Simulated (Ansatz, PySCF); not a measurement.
Gas-phase reaction R1 + R2 → 2 P1, each structure at its B3LYP-D3(BJ)/def2-TZVP stationary point, reached from a drawn start (curvature not checked).
R1: H2 (SMILES [H][H]), charge 0, multiplicity 1.
P1: SiH4 (SMILES [SiH4]), charge 0, multiplicity 1.
R2, Si2H6 (SMILES [SiH3][SiH3]) (charge 0, multiplicity 1):
```xyz
8

Si    -1.16612     0.11852    -0.01750
Si     1.16612    -0.11852     0.01750
H     -1.76299    -0.81183    -1.00642
H     -1.53668     1.50595    -0.38830
H     -1.73391    -0.18252     1.31920
H      1.53668    -1.50595     0.38830
H      1.76299     0.81183     1.00642
H      1.73391     0.18252    -1.31920
```

P less R. No zero-point or thermal terms.

Correlated levels freeze the cores. CBS: X⁻³ extrapolation of the correlation energy, Hartree–Fock from the larger set.

Programs: Ansatz (Gaussian basis) for Hartree–Fock, density functionals and correlated methods; PySCF for the D3/D4 terms. No computed number here is a measurement.

Question: What is the computed reaction energy (SCS-MP2/cc-pV(D+d)Z)?

Answer: -38 kJ/mol

Question: Estimate the reaction energy that r2SCAN-D4/def2-TZVPP returns for this input.

Answer: -12 kJ/mol

Question: Give the reaction energy at the level CCSD(T)/CBS(cc-pV(T+d)Z, cc-pV(Q+d)Z).

Answer: -19 kJ/mol

Ansatz is a quantum-chemistry and plane-wave program.
